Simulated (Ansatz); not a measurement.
Job for Ansatz (an electronic-structure program): U-CCSD(T)/aug-cc-pVTZ on HLiO (SMILES [Li][OH]), a point of a bond scan (R = 1.284 Å).

Ansatz 0.2 input:
```yaml
crystal:
  periodic: [false, false, false]
  atoms:
    - {symbol: Li, position_ang: [-0.00000000, -0.00000000, -1.25872662]}
    - {symbol: O, position_ang: [0.00000000, 0.00000000, 0.31386950]}
    - {symbol: H, position_ang: [0.00000000, 0.00000000, 1.59819786]}
basis:
  gaussian:
    orbitals: aug-cc-pVTZ
correlation: {method: ccsd_t, electrons: outside_noble_gas}
scf: {omitted_lower_state_checks: [cluster_reference]}
magnetization: {spin_polarized: true, initial_magnetization: 0}
```

Q: Predict the final total energy.

A: -83.1833 hartree (reference determinant -82.8797, T1 diagnostic 0.020).

Q: How many basis functions does it have, and what does it roughly cost on one machine?

A: 115 functions; very roughly 20 core-seconds.
